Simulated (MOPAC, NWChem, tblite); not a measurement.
# CH3BF2S (SMILES BSC(F)F): the dipole moment, rung by rung

The species is CH3BF2S (8 atoms), meant as a singlet with charge 0. SMILES: `BSC(F)F`. The shape is that of a GFN2-xTB optimisation. This is one conformer, not always the lowest.

```xyz
8

B    -0.4805    1.5042   -0.2029
S     0.6951    0.6276    0.7498
C     0.3654   -1.1104    0.2219
F     1.1286   -1.9550    0.9255
F     0.6778   -1.2801   -1.0742
H    -1.2154    0.9271   -0.8996
H    -0.4795    2.6623   -0.0895
H    -0.6915   -1.3756    0.3692
```

Quantity: the dipole moment, in D. The values are calculated.

```
                             level            kind  program  value (D)   CPU time
                               PM3  semi-empirical    MOPAC       1.30  under 2 s
                               PM6  semi-empirical    MOPAC       1.73  under 2 s
                               PM7  semi-empirical    MOPAC       1.96  under 2 s
                         IPEA1-xTB  semi-empirical   tblite       2.17  under 2 s
                         HF/STO-3G    Hartree–Fock   NWChem       0.99      3.8 s
                          HF/3-21G    Hartree–Fock   NWChem       2.57      4.7 s
  HF/6-31G** (spherical functions)    Hartree–Fock   NWChem       1.99       34 s
B3LYP/6-31G* (spherical functions)   global hybrid   NWChem       1.34       48 s
B3LYP/6-31G* (Cartesian functions)   global hybrid   NWChem       1.34       50 s
```

The values span 0.99 to 2.57 D. Magnitudes only. Sets without polarisation functions give poor dipoles. Without the sets that lack polarisation functions the rows with a basis span only 1.34 to 1.99 D. Times are those of the runs behind each value, whatever else they computed, on shared processors of several kinds: orders of magnitude only.
